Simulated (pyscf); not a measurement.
# H₃C–O–Zn–OH (SMILES C[O][Zn][OH]), singlet

Gas-phase minimum from PySCF at ωB97X-D3(BJ)/def2-SVP, one conformer. 

```xyz
8

C      0.4613    -1.1107    -0.9040
O      0.6301     0.2600    -0.6977
Zn    -0.6825     1.4271    -0.4937
O     -1.9135     2.6518    -0.1642
H      1.4520    -1.5964    -0.9815
H     -0.0777    -1.6176    -0.0760
H     -0.0847    -1.3509    -1.8409
H     -2.1626     3.1998    -0.9158
```
Charge 0, spin multiplicity 1.

Bonded distances (Å): C1–O2 1.396, C1–H5 1.106, C1–H6 1.110, C1–H7 1.111, O2–Zn3 1.768, Zn3–O4 1.767, O4–H8 0.963. Angles (°): O2–C1–H5 109.5, O2–C1–H6 113.4, O2–C1–H7 113.4, H5–C1–H6 106.7, H5–C1–H7 106.6, H6–C1–H7 107.0, C1–O2–Zn3 125.1, O2–Zn3–O4 174.8, Zn3–O4–H8 115.4.

Properties at ωB97X-D3(BJ)/def2-SVP:

| Item | Value |
|---|---|
| Harmonic wavenumbers, unscaled | 90, 101, 113, 163, 236, 568, 718, 768, 1179, 1180, 1217, 1487, 1489, 1494, 2977, 3035, 3086, 3921 cm⁻¹ |
| Zero-point energy | 34.1 kcal/mol |
| Rotational symmetry number | 1 |
| Entropy of this conformer at 298 K and 1 atm, rigid rotor and harmonic oscillator, modes under 100 cm⁻¹ raised to 100 | 336.7 J/(mol K) |
| Dipole moment | 1.64 D |

Single-point totals, which compare only within one level:

```csv
level,total energy (hartree)
ωB97X-D3(BJ)/def2-TZVP,-1970.46122
PBE/def2-TZVP,-1969.97440
r²SCAN/def2-TZVP,-1970.34154
B3LYP-D3(BJ)/def2-TZVP,-1970.51640
PBE0-D3(BJ)/def2-TZVP,-1969.99604
M06-2X/def2-TZVP,-1970.34948
ωB97M-D3(BJ)/def2-TZVP,-1970.52296
```

Soft torsions are taken as harmonic, which can shift the entropy by several J/(mol K). Elements up to Kr have no core potential and no relativistic terms here.
